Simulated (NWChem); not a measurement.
System: C2H4ClIn; SMILES C=[CH][InH][Cl]

NWChem input:

```
start job
memory heap 200 mb stack 900 mb global 1100 mb
geometry units angstroms
  In    -0.465660    -0.163937     0.135150
  H     -2.008315    -0.373802     0.932344
  Cl     0.900004     1.482146     0.982953
  C      0.243497    -1.351388    -1.597008
  C      1.426352    -1.084576    -2.115321
  H     -0.391396    -2.133022    -1.992767
  H      1.833335    -1.625627    -2.961162
  H      2.056779    -0.298295    -1.711450
end
basis spherical
  * library def2-svp
end
ecp
  In library def2-ecp
end
dft
  xc pbe0
  iterations 150
end
driver
  maxiter 120
end
task dft optimize
dft
  grid fine
  convergence energy 1d-8 density 1d-7
end
task dft freq numerical
```

Parts of the log:

```
             Northwest Computational Chemistry Package (NWChem) 7.3.0
             --------------------------------------------------------

 C1  symmetry detected

                             Geometry "geometry" -> ""
                             -------------------------

 Output coordinates in angstroms (scale by  1.889725989 to convert to a.u.)

  No.       Tag          Charge          X              Y              Z
 ---- ---------------- ---------- -------------- -------------- --------------
    1 In                  49.0000    -0.56558400     0.03825455    -0.00050240
    2 H                    1.0000    -2.26312322     0.45977098    -0.00602744
    3 Cl                  17.0000     0.91757736     1.79712558     0.00105434
    4 C                    6.0000     0.23195842    -2.02988702     0.00510208
    5 C                    6.0000     1.53788836    -2.21281236    -0.00315986
    6 H                    1.0000    -0.46193938    -2.86000044     0.01424356
    7 H                    1.0000     1.99404396    -3.19553087    -0.00097941
    8 H                    1.0000     2.22673886    -1.37365140    -0.01219620

 Effective nuclear repulsion energy (a.u.)     417.0084496725

                                Z-matrix (autoz)
                                --------

 Units are Angstrom for bonds and degrees for angles

      Type          Name      I     J     K     L     M      Value
      ----------- --------  ----- ----- ----- ----- ----- ----------
    1 Stretch                  1     2                       1.74910
    2 Stretch                  1     3                       2.30074
    3 Stretch                  1     4                       2.21660
    4 Stretch                  4     5                       1.31871
    5 Stretch                  4     6                       1.08197
    6 Stretch                  5     7                       1.08343
    7 Stretch                  5     8                       1.08572
    8 Bend                     1     4     5               119.06020
    9 Bend                     1     4     6               119.01941
   10 Bend                     2     1     3               116.19404
   11 Bend                     2     1     4               125.03357
   12 Bend                     3     1     4               118.77239
   13 Bend                     4     5     7               122.87170
   14 Bend                     4     5     8               121.40979
   15 Bend                     5     4     6               121.92039
   16 Bend                     7     5     8               115.71851
   17 Torsion                  1     4     5     7         179.99594
   18 Torsion                  1     4     5     8           0.02566
   19 Torsion                  2     1     4     5         179.38935
   20 Torsion                  2     1     4     6          -0.59270
   21 Torsion                  3     1     4     5          -0.61496
   22 Torsion                  3     1     4     6         179.40299
   23 Torsion                  6     4     5     7          -0.02256
   24 Torsion                  6     4     5     8        -179.99283

                           NWChem Geometry Optimization
                           ----------------------------

 maximum gradient threshold         (gmax) =   0.000450
 rms gradient threshold             (grms) =   0.000300
 maximum cartesian step threshold   (xmax) =   0.001800
 rms cartesian step threshold       (xrms) =   0.001200
 fixed trust radius                (trust) =   0.300000
 source of zmatrix                         =   autoz

          -------------------
          Energy Minimization
          -------------------

 Using diagonal initial Hessian
 Scaling for Hessian diagonals: bonds = 1.00  angles = 0.25  torsions = 0.10

          --------
          Step   0

                                 NWChem DFT Module
                                 -----------------

[...]

      ----------------------
      Optimization converged
      ----------------------

  Step       Energy      Delta E   Gmax     Grms     Xrms     Xmax
  ---- ---------------- -------- -------- -------- -------- --------
@   10    -728.50128802  1.6D-07  0.00004  0.00001  0.00017  0.00047
                                     ok       ok       ok       ok

                                Z-matrix (autoz)
                                --------

 Units are Angstrom for bonds and degrees for angles

      Type          Name      I     J     K     L     M      Value     Gradient
      ----------- --------  ----- ----- ----- ----- ----- ---------- ----------
    1 Stretch                  1     2                       1.71345    0.00001
    2 Stretch                  1     3                       2.37792   -0.00001
    3 Stretch                  1     4                       2.12874   -0.00001
    4 Stretch                  4     5                       1.33829   -0.00004
    5 Stretch                  4     6                       1.09660   -0.00004
    6 Stretch                  5     7                       1.09784    0.00001
    7 Stretch                  5     8                       1.09657    0.00001
    8 Bend                     1     4     5               119.60643    0.00000
    9 Bend                     1     4     6               120.98783   -0.00000
   10 Bend                     2     1     3               113.32453    0.00000
   11 Bend                     2     1     4               138.36674    0.00001
   12 Bend                     3     1     4               108.30872   -0.00001
   13 Bend                     4     5     7               121.87245    0.00000
   14 Bend                     4     5     8               121.79021   -0.00001
   15 Bend                     5     4     6               119.40574    0.00000
   16 Bend                     7     5     8               116.33734    0.00000
   17 Torsion                  1     4     5     7        -179.99525    0.00000
   18 Torsion                  1     4     5     8           0.00485    0.00000
   19 Torsion                  2     1     4     5         179.99457   -0.00000
   20 Torsion                  2     1     4     6          -0.00055    0.00000
   21 Torsion                  3     1     4     5          -0.00206   -0.00000
   22 Torsion                  3     1     4     6        -179.99719    0.00000
   23 Torsion                  6     4     5     7          -0.00000    0.00000
   24 Torsion                  6     4     5     8        -179.99994    0.00000

                         Geometry "geometry" -> "geometry"
                         ---------------------------------

 Output coordinates in angstroms (scale by  1.889725989 to convert to a.u.)

[...]

 Rotational Constants
 --------------------
 A=   0.126843 cm-1  (  0.182495 K)
 B=   0.081298 cm-1  (  0.116967 K)
 C=   0.049544 cm-1  (  0.071281 K)

 Temperature                      =   298.15K
 frequency scaling parameter      =   1.0000

 Zero-Point correction to Energy  =   30.600 kcal/mol  (  0.048765 au)
 Thermal correction to Energy     =   34.527 kcal/mol  (  0.055022 au)
 Thermal correction to Enthalpy   =   35.119 kcal/mol  (  0.055966 au)

 Total Entropy                    =   81.996 cal/mol-K
   - Translational                =   41.417 cal/mol-K (mol. weight = 177.9042)
   - Rotational                   =   27.536 cal/mol-K (symmetry #  =        1)
   - Vibrational                  =   13.043 cal/mol-K

 Cv (constant volume heat capacity) =   19.851 cal/mol-K
   - Translational                  =    2.979 cal/mol-K
   - Rotational                     =    2.979 cal/mol-K
   - Vibrational                    =   13.892 cal/mol-K

[normal modes left out]

 ----------------------------------------------------------------------------
 Normal Eigenvalue ||           Projected Infra Red Intensities
  Mode   [cm**-1]  || [atomic units] [(debye/angs)**2] [(KM/mol)] [arbitrary]
 ------ ---------- || -------------- ----------------- ---------- -----------
    1       -0.000 ||    0.000567           0.013         0.553       0.231
    2       -0.000 ||    0.001279           0.030         1.247       0.520
    3        0.000 ||    0.000241           0.006         0.235       0.098
    4        0.000 ||    0.000554           0.013         0.540       0.225
    5        0.000 ||    0.000717           0.017         0.699       0.292
    6        0.000 ||    0.000124           0.003         0.121       0.051
    7       91.776 ||    0.004095           0.094         3.992       1.666
    8      108.652 ||    0.000344           0.008         0.335       0.140
    9      272.654 ||    0.011194           0.258        10.912       4.554
   10      351.376 ||    0.055327           1.276        53.936      22.510
   11      355.108 ||    0.010359           0.239        10.098       4.214
   12      499.284 ||    0.075562           1.743        73.661      30.742
   13      500.083 ||    0.084323           1.945        82.203      34.307
   14      521.963 ||    0.031222           0.720        30.436      12.702
   15      986.283 ||    0.008478           0.196         8.265       3.449
   16     1010.637 ||    0.016190           0.374        15.783       6.587
   17     1041.582 ||    0.024240           0.559        23.630       9.862
   18     1245.498 ||    0.018831           0.434        18.357       7.661
   19     1407.135 ||    0.013314           0.307        12.979       5.417
   20     1658.911 ||    0.004734           0.109         4.615       1.926
   21     1837.558 ||    0.204041           4.707       198.910      83.014
   22     3125.569 ||    0.014607           0.337        14.240       5.943
   23     3175.641 ||    0.007836           0.181         7.639       3.188
   24     3225.847 ||    0.001724           0.040         1.681       0.702
 ----------------------------------------------------------------------------
```

Level: PBE0/def2-SVP with def2 effective core potentials on In. def2 effective core potentials on In; no spin-orbit coupling.
